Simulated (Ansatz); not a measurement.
Consider the cleavage of the Si–B bond: `OB([SiH3])OCF` + `O[Si](Cl)(Cl)Cl` → `[SiH3]O[Si](Cl)(Cl)Cl` + `OBOCF`.

Program: Ansatz. Geometries: PBE0-D4/def2-TZVP. ΔE: electronic, gas phase. CCSD(T)/CBS adds triple-zeta CCSD(T) − MP2 to the extrapolated MP2 energy (def2 sets, frozen cores). Functionals use def2-TZVPP. One conformer a species, not always the lowest.

```
         level  ΔE (eV)
        PBE-D4    -1.16
       PBE0-D4    -1.27
 MP2/CBS(def2)    -1.51
CCSD/CBS(def2)    -1.47
```

Q: What does CCSD(T)/CBS give? (Best estimate.)

A: Computed: -1.42 eV. The listed levels differ from it by 0.26, 0.15, -0.09, -0.05 eV.

Largest T1 diagnostic among the species: 0.013.

From PBE to PBE0 (25 % exact exchange), in def2-TZVPP and without D4, ΔE moves by −0.11 eV. In def2-TZVPP, CCSD(T) changes the Hartree–Fock value by +0.32 eV (the triples alone add +0.05 eV) and MP2 by +0.23 eV.
